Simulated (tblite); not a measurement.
Species: C5H9FN2Si.
Geometry (GFN2-xTB, Å), atoms numbered from 1 in this order:
```xyz
18
C5H9FN2Si angstrom
C      2.1301   -0.8636   -0.2551
C      0.9217   -1.0586    0.6573
N      0.1091    0.1261    0.7032
N      0.4104    1.0837    1.5736
C     -0.4537    2.0502    1.3332
F     -0.4420    3.1758    2.0446
C     -1.3244    1.7263    0.2932
C     -0.9259    0.4570   -0.1027
Si    -1.6551   -0.6458   -1.4300
H      1.8106   -0.6670   -1.2759
H      2.7216   -0.0214    0.0945
H      2.7507   -1.7550   -0.2462
H      0.3057   -1.8899    0.3065
H      1.2577   -1.2584    1.6776
H     -2.1193    2.3206   -0.1053
H     -2.6241    0.1425   -2.1835
H     -2.2982   -1.7953   -0.7857
H     -0.5837   -1.1207   -2.3109
```

Level: GFN2-xTB in tblite, geometry and Hessian alike; calculated harmonic values, unscaled, isolated species. The method is semi-empirical: single wavenumbers can be off by several per cent or more. Modes of hydrogen on silicon can be 10 to 20 % off. One conformer, not necessarily the lowest.

Harmonic wavenumbers (cm⁻¹): 70.1, 82.7, 119.2, 135.2, 167.0, 198.1, 288.4, 308.3, 405.5, 439.1, 448.1, 539.1, 554.8, 621.1, 634.4, 646.2, 746.8, 774.1, 787.8, 795.7, 798.8, 825.2, 1002.6, 1044.8, 1079.1, 1085.4, 1095.3, 1131.8, 1233.6, 1319.2, 1345.9, 1383.8, 1401.2, 1437.6, 1456.5, 1460.1, 1484.5, 1493.6, 1533.8, 2240.7, 2246.9, 2309.9, 2972.3, 2982.0, 3043.2, 3053.9, 3054.0, 3194.3.

A = 1851, B = 1084, C = 729.2 MHz; mass 144.052 u (most abundant isotopes); point group C1, symmetry number 1.

Question: Zero-point energy?

Answer: ½Σν̃ = 28736 cm⁻¹ = 343.76 kJ/mol.

Question: What is S at 350 K and 1 bar for an ideal gas of classical rigid rotors and harmonic oscillators?

Answer: Translation 174.17, rotation 126.58, vibration 140.79: S = 441.5 J/(mol K).

Question: And Cp and H(350 K) − H(0)?

Answer: Cp = 185.66 J/(mol K), of which vibrations give 152.40 (their classical limit is 48 R = 399.1); H(350 K) − H(0) = 38.29 kJ/mol without the zero-point energy, 26.65 from vibrations.

Question: Which modes carry the vibrational entropy at 350 K?

Answer: 70.1 cm⁻¹: 18.69; 82.7 cm⁻¹: 17.33; 119.2 cm⁻¹: 14.33; 135.2 cm⁻¹: 13.30; 167.0 cm⁻¹: 11.60; 198.1 cm⁻¹: 10.25 J/(mol K); the other 42 give 55.29 together.

Question: What must be added to the electronic energy to get the Gibbs energy at 350 K and 1 bar?

Answer: ZPE + [H(350 K) − H(0)] − T·S = 343.76 + 38.29 − 154.54 = 227.51 kJ/mol.

Hindered rotation and anharmonicity are outside this model. Other conformers, if any are populated, would add a mixing term that is left out. The structure is chiral; the term R ln 2 for an equal mix with its mirror image is left out.
